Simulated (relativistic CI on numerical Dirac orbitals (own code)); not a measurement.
## Mo XXXIV: computed level list

Calculated at this level of theory: Dirac-Coulomb-Breit CI, orbitals from a KLI potential per configuration, QED by a radiative potential, unscaled Slater integrals (own radial code, finite nucleus).

Configurations in the expansion (outside the closed core 1s2): 2s²2p⁵, 2s2p⁶, 2p⁶3s, 2p⁶3p, 2p⁶3d, 2s²2p⁴3s, 2s²2p⁴3p, 2s²2p⁴3d, 2s2p⁵3s, 2s2p⁵3p, 2s2p⁵3d, 2s²2p⁴4s, 2s²2p⁴4p, 2s²2p⁴4d, 2s²2p⁴4f, 2s2p⁵4s, 2s2p⁵4p, 2s2p⁵4d, 2s2p⁵4f, 2s²2p³3s², 2s²2p⁴5s, 2s²2p³3s3p, 2s²2p⁴5p, 2s²2p⁴5d, 2s²2p⁴5f, 2s²2p⁴5g, 2s²2p³3p², 2s²2p³3s3d, 2s²2p³3p3d, 2s2p⁴3s², 2s²2p³3d², 2s2p⁴3s3p, 2s2p⁵5s, 2s2p⁴3p², 2s2p⁴3s3d, 2s2p⁵5p. Levels of other configurations are missing.

```tsv
No.	Configuration	Term	J	E (10³ cm⁻¹)	%	Next component (%)	Landé g	jj configuration (%)
41	2s²2p⁴3s	²S	1/2	21768.9	43	35 ⁴P	1.960	2p3/2^4 3s (97)
42	2s²2p⁴3d	⁴D	1/2	21990.9	78	17 ²P	0.233	2p1/2 2p3/2^3 3d3/2 (97)
43	2s²2p⁴3d	⁴D	3/2	22036.6	39	24 ⁴F	1.045	2p1/2 2p3/2^3 3d3/2 (86)
44	2s²2p⁴3d	⁴F	7/2	22069.4	47	36 ⁴D	1.286	2p1/2 2p3/2^3 3d5/2 (99)
45	2s²2p⁴3d	⁴F	5/2	22081.9	54	27 ²D	1.070	2p1/2 2p3/2^3 3d3/2 (94)
46	2s²2p⁴3d	²F	5/2	22121.3	52	35 ⁴P	1.175	2p1/2 2p3/2^3 3d5/2 (96)
47	2s²2p⁴3d	²P	3/2	22133.9	53	14 ²D	1.205	2p1/2 2p3/2^3 3d5/2 (92)
48	2s²2p⁴3d	²G	7/2	22142.1	66	23 ²F	0.980	2p1/2 2p3/2^3 3d3/2 (99)
49	2s²2p⁴3d	²G	9/2	22188.9	74	26 ⁴F	1.162	2p1/2 2p3/2^3 3d5/2 (99)
50	2s²2p⁴3d	²S	1/2	22199.6	58	26 ⁴P	1.962	2p1/2 2p3/2^3 3d3/2 (84)
51	2s²2p⁴3d	²D	5/2	22219.2	71	11 ⁴P	1.211	2p1/2 2p3/2^3 3d5/2 (95)
52	2s²2p⁴3d	²P	3/2	22229.6	60	16 ⁴P	1.253	2p1/2 2p3/2^3 3d3/2 (75)
53	2s²2p⁴3d	²F	5/2	22236.9	56	34 ²D	1.019	2p1/2 2p3/2^3 3d3/2 (95)
54	2s²2p⁴3d	²F	7/2	22250.8	80	7 ⁴D	1.149	2p1/2 2p3/2^3 3d5/2 (99)
55	2s2p⁵3s	⁴P°	5/2	22259.0	98	1 2s²2p⁴3p ⁴P°	1.590	2s 2p3/2^3 3s (98)
56	2s²2p⁴3p	²P°	1/2	22337.9	65	24 ⁴D°	0.661	2p3/2^4 3p1/2 (94)
57	2s2p⁵3s	²P°	3/2	22350.1	67	32 ⁴P°	1.449	2s 2p3/2^3 3s (98)
58	2s²2p⁴3d	²D	3/2	22350.6	84	7 ²P	0.822	2p1/2 2p3/2^3 3d5/2 (70)
59	2s²2p⁴3d	²P	1/2	22383.4	84	15 ²S	0.874	2p1/2 2p3/2^3 3d5/2 (82)
60	2s²2p⁴3p	²P°	3/2	22485.6	43	16 ²D°	1.332	2p3/2^4 3p3/2 (90)
61	2s2p⁵3s	²P°	1/2	22581.8	73	25 ⁴P°	1.151	2s 2p3/2^3 3s (90)
62	2s2p⁵3s	²P°	3/2	22589.5	57	35 ⁴P°	1.470	2s 2p3/2^3 3s (85)
63	2s2p⁵3p	⁴S	3/2	22744.1	42	41 ⁴P	1.745	2s 2p3/2^3 3p1/2 (96)
64	2s2p⁵3p	⁴D	5/2	22771.5	43	39 ²D	1.334	2s 2p3/2^3 3p1/2 (99)
65	2s2p⁵3p	⁴D	7/2	22971.4	99		1.421	2s 2p3/2^3 3p3/2 (99)
66	2s2p⁵3p	²P	3/2	22989.3	27	27 ⁴S	1.358	2s 2p3/2^3 3p3/2 (74)
67	2s2p⁵3p	⁴P	5/2	23027.1	55	43 ²D	1.416	2s 2p3/2^3 3p3/2 (99)
68	2s2p⁵3p	⁴P	1/2	23037.0	35	25 ²S	1.575	2s 2p3/2^3 3p1/2 (90)
69	2s2p⁵3p	²P	3/2	23056.1	55	25 ²D	1.157	2s 2p3/2^3 3p1/2 (69)
70	2s2p⁵3p	²P	1/2	23100.0	47	42 ²S	1.279	2s 2p3/2^3 3p3/2 (98)
71	2s²2p⁴3d	²D	5/2	23149.6	47	16 ²F	1.193	2p3/2^4 3d5/2 (95)
72	2s²2p⁴3d	²D	3/2	23166.3	56	22 ⁴F	0.820	2p3/2^4 3d3/2 (95)
73	2s2p⁵3s	⁴P°	1/2	23195.9	69	29 ²P°	2.062	2s 2p1/2 2p3/2^4 3s (98)
74	2s2p⁵3p	²D	5/2	23274.5	48	32 ⁴D	1.322	2s 2p3/2^3 3p3/2 (89)
75	2s2p⁵3p	²D	3/2	23288.7	38	28 ²P	1.279	2s 2p3/2^3 3p3/2 (89)
76	2s2p⁵3p	⁴P	1/2	23389.3	34	28 ²S	1.630	2s 2p3/2^3 3p3/2 (83)
77	2s2p⁵3s	²P°	3/2	23428.9	69	29 ⁴P°	1.442	2s 2p1/2 2p3/2^4 3s (89)
78	2s2p⁵3s	²P°	1/2	23489.7	93	5 ⁴P°	0.773	2s 2p1/2 2p3/2^4 3s (91)
79	2s2p⁵3d	⁴P°	1/2	23519.7	92	7 ⁴D°	2.454	2s 2p3/2^3 3d3/2 (94)
80	2s2p⁵3d	⁴P°	3/2	23549.0	71	27 ⁴D°	1.558	2s 2p3/2^3 3d3/2 (83)
81	2s2p⁵3d	⁴F°	7/2	23585.3	59	22 ²F°	1.247	2s 2p3/2^3 3d3/2 (88)
82	2s2p⁵3d	⁴D°	5/2	23587.3	52	26 ⁴P°	1.353	2s 2p3/2^3 3d3/2 (79)
83	2s2p⁵3d	⁴F°	9/2	23591.6	100		1.327	2s 2p3/2^3 3d5/2 (100)
84	2s2p⁵3d	²D°	5/2	23669.8	46	23 ⁴P°	1.209	2s 2p3/2^3 3d5/2 (77)
85	2s2p⁵3d	²F°	7/2	23681.1	54	45 ⁴D°	1.266	2s 2p3/2^3 3d5/2 (89)
86	2s2p⁵3p	⁴D	1/2	23691.3	54	33 ²P	0.488	2s 2p1/2 2p3/2^4 3p1/2 (95)
87	2s2p⁵3d	²D°	3/2	23727.1	47	18 ⁴F°	0.925	2s 2p3/2^3 3d5/2 (70)
88	2s2p⁵3d	²P°	1/2	23830.9	68	29 ⁴D°	0.524	2s 2p3/2^3 3d5/2 (91)
89	2s2p⁵3d	²P°	1/2	23866.0	59	39 ⁴D°	0.447	2s 2p3/2^3 3d3/2 (92)
90	2s2p⁵3d	²F°	5/2	23876.8	43	30 ²D°	1.016	2s 2p3/2^3 3d3/2 (88)
91	2s2p⁵3d	²P°	3/2	23892.0	36	30 ²D°	1.068	2s 2p3/2^3 3d3/2 (64)
92	2s2p⁵3p	⁴D	3/2	23899.4	45	27 ²D	1.238	2s 2p1/2 2p3/2^4 3p3/2 (70)
93	2s2p⁵3p	²D	3/2	23916.2	56	26 ²P	1.108	2s 2p1/2 2p3/2^4 3p1/2 (64)
94	2s2p⁵3d	²F°	7/2	23925.9	54	23 ⁴F°	1.224	2s 2p3/2^3 3d5/2 (89)
95	2s2p⁵3d	²D°	5/2	23937.1	35	31 ²F°	1.173	2s 2p3/2^3 3d5/2 (88)
96	2s2p⁵3d	²P°	3/2	24020.8	42	22 ²D°	1.086	2s 2p3/2^3 3d5/2 (73)
97	2s2p⁵3p	²S	1/2	24063.7	43	42 ²P	1.423	2s 2p1/2 2p3/2^4 3p1/2 (86)
98	2s2p⁵3p	²D	5/2	24146.6	69	21 ⁴D	1.267	2s 2p1/2 2p3/2^4 3p3/2 (91)
99	2s2p⁵3p	²S	1/2	24148.8	47	33 ²P	1.562	2s 2p1/2 2p3/2^4 3p3/2 (84)
100	2s2p⁵3p	²P	3/2	24168.1	54	29 ²D	1.253	2s 2p1/2 2p3/2^4 3p3/2 (90)
101	2s2p⁵3d	⁴F°	3/2	24524.5	50	24 ²D°	0.723	2s 2p1/2 2p3/2^4 3d3/2 (96)
102	2s2p⁵3d	⁴D°	5/2	24548.3	31	22 ²F°	1.211	2s 2p1/2 2p3/2^4 3d5/2 (98)
103	2s2p⁵3d	²F°	5/2	24741.9	49	30 ²D°	1.017	2s 2p1/2 2p3/2^4 3d3/2 (83)
104	2s2p⁵3d	²F°	7/2	24782.8	69	17 ⁴F°	1.191	2s 2p1/2 2p3/2^4 3d5/2 (91)
105	2s2p⁵3d	²P°	3/2	24793.7	60	18 ⁴D°	1.274	2s 2p1/2 2p3/2^4 3d5/2 (59)
106	2s2p⁵3d	²P°	1/2	24819.7	71	25 ⁴D°	0.547	2s 2p1/2 2p3/2^4 3d3/2 (90)
107	2s2p⁵3d	²D°	5/2	24834.2	50	39 ²F°	1.095	2s 2p1/2 2p3/2^4 3d5/2 (84)
108	2s2p⁵3d	²D°	3/2	24835.8	64	29 ²P°	0.934	2s 2p1/2 2p3/2^4 3d3/2 (61)
109	2p⁶3s	²S	1/2	25263.7	97	2 2s2p⁵3p ²S	1.995	3s (97)
110	2p⁶3p	²P°	1/2	25732.4	97	1 2s2p⁵3d ²P°	0.660	3p1/2 (97)
```

Energies count from the lowest computed level; ° marks odd parity. Filled j subshells are mostly left out of the jj labels.

The mean weight of the leading LS term, summed over parents, in these 70 levels is 59 %, and that of the leading jj configuration (from the same eigenvectors) 88 %, so jj coupling describes them better and the LS labels are nominal.

At this charge energies of transitions that change n are usually good to better than 1 %, and those within a shell (Δn = 0) to a few per cent.

LS names give the leading component of a level, which can be under half, so a name can repeat, a term be missing and a line seem to break the LS rules.
